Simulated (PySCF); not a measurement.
PySCF run on HgCl⁻

Input:

```python
from pyscf import gto, scf, mp

mol = gto.M(
    atom='Hg 0 0 0; Cl 0 0 2.388',
    basis='lanl2dz',
    ecp={'Hg': 'lanl2dz', 'Cl': 'lanl2dz'},
    charge=-1,
    spin=0,
    symmetry=True,
    verbose=4,
)
mf = scf.RHF(mol)
mf.kernel()
mp.MP2(mf).kernel()
mf.dip_moment()
print('orbital energies (hartree):', mf.mo_energy[..., max(0, mol.nelec[1]-3):mol.nelec[0]+3].round(4))
```

```bash
$ OMP_NUM_THREADS=1 python input.py
```

Output:

```
PySCF version 2.14.0

[INPUT] verbose = 4
[INPUT] num. atoms = 2
[INPUT] num. electrons = 20
[INPUT] charge = -1
[INPUT] spin (= nelec alpha-beta = 2S) = 0
[INPUT] symmetry True subgroup None
[INPUT] Mole.unit = angstrom
[INPUT] Symbol           X                Y                Z      unit          X                Y                Z       unit  Magmom
[INPUT]  1 Hg     0.000000000000   0.000000000000   0.000000000000 AA    0.000000000000   0.000000000000   0.000000000000 Bohr   0.0
[INPUT]  2 Cl     0.000000000000   0.000000000000   2.388000000000 AA    0.000000000000   0.000000000000   4.512665985461 Bohr   0.0

nuclear repulsion = 18.6142737509548
point group symmetry = Coov
symmetry origin: [0.         0.         0.79087961]
symmetry axis x: [1. 0. 0.]
symmetry axis y: [0. 1. 0.]
symmetry axis z: [0. 0. 1.]
num. orbitals of irrep A1 = 10
num. orbitals of irrep E1x = 6
num. orbitals of irrep E1y = 6
num. orbitals of irrep E2x = 2
num. orbitals of irrep E2y = 2
number of shells = 10
number of NR pGTOs = 39
number of NR cGTOs = 26
basis = lanl2dz
ecp = {'Hg': 'lanl2dz', 'Cl': 'lanl2dz'}

******** <class 'pyscf.scf.hf_symm.SymAdaptedRHF'> ********
method = SymAdaptedRHF
initial guess = minao
damping factor = 0
level_shift factor = 0
DIIS = <class 'pyscf.scf.diis.CDIIS'>
diis_start_cycle = 1
diis_space = 8
diis_damp = 0
SCF conv_tol = 1e-09
SCF conv_tol_grad = None
SCF max_cycles = 50
direct_scf = True
direct_scf_tol = 1e-13
Freeze 0 electrons in irreps []
    20 free electrons in irreps A1 E1x E1y E2x E2y
Set gradient conv threshold to 3.16228e-05
Initial guess from minao.
init E= -50.6659081379249
HOMO (A1) = 0.0298756239484074  LUMO (E1y) = 0.105753354403416  gap/eV = 2.06474
cycle= 1 E= -56.0482137078972  delta_E= -5.38  |g|= 0.629  |ddm|= 4.52
HOMO (A1) = -0.0990830736899411  LUMO (E1y) = 0.214473196670844  gap/eV = 8.53230
cycle= 2 E= -56.1460011109181  delta_E= -0.0978  |g|= 0.181  |ddm|= 0.94
HOMO (A1) = -0.0531915746280315  LUMO (E1y) = 0.227566711559798  gap/eV = 7.63982
cycle= 3 E= -56.1566594783836  delta_E= -0.0107  |g|= 0.0168  |ddm|= 0.234
HOMO (A1) = -0.0553688890743094  LUMO (E1y) = 0.227122551768754  gap/eV = 7.68698
cycle= 4 E= -56.1569135511466  delta_E= -0.000254  |g|= 0.00389  |ddm|= 0.0492
HOMO (A1) = -0.0552273372190452  LUMO (E1y) = 0.227101394843812  gap/eV = 7.68256
cycle= 5 E= -56.1569333153571  delta_E= -1.98e-05  |g|= 0.000853  |ddm|= 0.0152
HOMO (A1) = -0.0552864005256019  LUMO (E1y) = 0.227058809894896  gap/eV = 7.68300
cycle= 6 E= -56.1569340507714  delta_E= -7.35e-07  |g|= 0.00031  |ddm|= 0.00257
HOMO (A1) = -0.0553059421146163  LUMO (E1y) = 0.227042954795837  gap/eV = 7.68310
cycle= 7 E= -56.1569341895604  delta_E= -1.39e-07  |g|= 6.09e-05  |ddm|= 0.00143
HOMO (A1) = -0.0552983541648615  LUMO (E1y) = 0.227043105224669  gap/eV = 7.68290
cycle= 8 E= -56.156934195107  delta_E= -5.55e-09  |g|= 9.65e-06  |ddm|= 0.00034
HOMO (A1) = -0.0552978527933511  LUMO (E1y) = 0.22704310141657  gap/eV = 7.68289
cycle= 9 E= -56.1569341952333  delta_E= -1.26e-10  |g|= 1.16e-06  |ddm|= 5.15e-05
HOMO (A1) = -0.055297874058593  LUMO (E1y) = 0.227042993363726  gap/eV = 7.68289
Extra cycle  E= -56.1569341952345  delta_E= -1.17e-12  |g|= 4.19e-07  |ddm|= 2.42e-06
converged SCF energy = -56.1569341952345

******** <class 'pyscf.mp.mp2.RMP2'> ********
nocc = 10, nmo = 26
E(RMP2) = -56.2752236022658  E_corr = -0.118289407031307
E(SCS-RMP2) = -56.2759768780122  E_corr = -0.119042682777757
E_corr(same-spin) = -0.0264283911459373
E_corr(oppo-spin) = -0.0918610158853702

WARN: System has nonzero charge -1; the dipole moment is origin-dependent.
Location of origin: [0. 0. 0.]

Dipole moment(X, Y, Z, Debye):  0.00000,  0.00000, -4.24813
orbital energies (hartree): [-0.2058 -0.2058 -0.0553  0.227   0.227   0.2817]
```

In short: E(SCF) = -56.156934 Eh, 9 cycles, E(MP2) − E(SCF) = -0.11829 Eh.

Run time: 0.85 s on 1 thread of Arm Neoverse V1 (shared host).

The basis has no diffuse functions, which an anion needs. Stability towards an unrestricted solution was not tested. The bond length is a typed value, not an optimised one. The dipole of an ion depends on the origin.
